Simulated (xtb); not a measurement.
GeO, charge -1, doublet, geometry from GFN2-xTB of the parent state (a state made from the parent by changing its charge; the spin is typed, not shown lowest); GFN1-xTB in xtb 6.7.1.

The xtb input:
```
$ xtb mol.xyz --gfn 1 --chrg -1 --uhf 1 --json

# file mol.xyz
2

Ge    -0.00000000    -0.00000000    -0.31515709
O      0.00000000     0.00000000     1.26062837
```

It wrote (shortened):

```
   ID    Z sym.   atoms
    1   32 Ge     1
    2    8 O      2

           -------------------------------------------------
          |                Calculation Setup                |
           -------------------------------------------------

           -------------------------------------------------
          |                 G F N 1 - x T B                 |
           -------------------------------------------------

          ...................................................
          :                      SETUP                      :
          :.................................................:
          :  # basis functions                  14          :
          :  # atomic orbitals                  13          :
          :  # shells                            5          :
          :  # electrons                        11          :
          :  # halogen bonds                     0          :
          :  max. iterations                   250          :
          :  Hamiltonian                  GFN1-xTB          :
          :  restarted?                      false          :
          :  GBSA solvation                  false          :
          :  PC potential                    false          :
          :  electronic temp.          300.0000000     K    :
          :  accuracy                    1.0000000          :
          :  -> integral cutoff          0.2500000E+02      :
          :  -> integral neglect         0.1000000E-07      :
          :  -> SCF convergence          0.1000000E-05 Eh   :
          :  -> wf. convergence          0.2000000E-04 e    :
          :  Broyden damping             0.4000000          :
          :  net charge                         -1          :
          :  unpaired electrons                  1          :
          ...................................................

 iter      E             dE          RMSdq      gap      omega  full diag
   1     -6.4684933 -0.646849E+01  0.929E+00    0.00       0.0  T
   2     -6.5057111 -0.372179E-01  0.450E+00    0.00       1.0  T
   3     -6.5147435 -0.903240E-02  0.232E+00    0.00       1.0  T
   4     -6.5148732 -0.129651E-03  0.446E-01    0.00       1.0  T
   5     -6.5148748 -0.161224E-05  0.209E-01    0.00       1.0  T
   6     -6.5149158 -0.410115E-04  0.428E-02    0.00       1.7  T
   7     -6.5149173 -0.155395E-05  0.132E-03    0.00      53.5  T
   8     -6.5149173 -0.145368E-08  0.188E-06    0.00   37579.4  T
   9     -6.5149173 -0.355271E-14  0.709E-07    0.00   99735.8  T

   *** convergence criteria satisfied after 9 iterations ***

         :::::::::::::::::::::::::::::::::::::::::::::::::::::
         ::                     SUMMARY                     ::
         :::::::::::::::::::::::::::::::::::::::::::::::::::::
         :: total energy              -6.488086792798 Eh    ::
         :: gradient norm              0.108352859920 Eh/a0 ::
         :: HOMO-LUMO gap              0.000000000000 eV    ::
         ::.................................................::
         :: SCC energy                -6.514917337575 Eh    ::
         :: -> electrostatic           0.155175076106 Eh    ::
         :: repulsion energy           0.027050458468 Eh    ::
         :: dispersion energy         -0.000219913691 Eh    ::
         :: halogen bond corr.         0.000000000000 Eh    ::
         :: add. restraining           0.000000000000 Eh    ::
         :: total charge              -1.000000000000 e     ::
         :::::::::::::::::::::::::::::::::::::::::::::::::::::

           -------------------------------------------------
          |                Property Printout                |
           -------------------------------------------------

    * Orbital Energies and Occupations

         #    Occupation            Energy/Eh            Energy/eV
      -------------------------------------------------------------
         1        2.0000           -0.4705615             -12.8046
         2        2.0000           -0.3013618              -8.2005
         3        2.0000           -0.2635881              -7.1726
         4        2.0000           -0.2635881              -7.1726
         5        2.0000           -0.1818707              -4.9490
         6        0.5000           -0.0759120              -2.0657 (HOMO)
         7        0.5000           -0.0759120              -2.0657 (LUMO)
         8                          0.1223748               3.3300
         9                          0.1223748               3.3300
        10                          0.1510369               4.1099
        11                          0.1688472               4.5946
        12                          0.1688472               4.5946
        13                          0.4727231              12.8635
      -------------------------------------------------------------
                  HL-Gap            0.0000000 Eh            0.0000 eV
             Fermi-level           -0.1024017 Eh           -2.7865 eV

  Mulliken/CM5 charges         n(s)   n(p)   n(d)
     1Ge   -0.45081 -0.40371   1.695  2.531  0.225
     2O    -0.54919 -0.59629   1.744  4.805  0.000

Wiberg/Mayer (AO) data.
largest (>0.10) Wiberg bond orders for each atom

 ---------------------------------------------------------------------------
     #   Z sym  total        # sym  WBO       # sym  WBO       # sym  WBO
 ---------------------------------------------------------------------------
     1  32 Ge   2.031 --     2 O    2.031
     2   8 O    2.031 --     1 Ge   2.031
 ---------------------------------------------------------------------------

Topologies differ in total number of bonds
Writing topology from bond orders to xtbtopo.mol

 dipole moment from electron density (au)
     X       Y       Z
   0.0000   0.0000  -0.4607  total (Debye):    1.171

           -------------------------------------------------
          | TOTAL ENERGY               -6.488086792798 Eh   |
          | GRADIENT NORM               0.108352859920 Eh/α |
          | HOMO-LUMO GAP               0.000000000000 eV   |
           -------------------------------------------------

normal termination of xtb
```
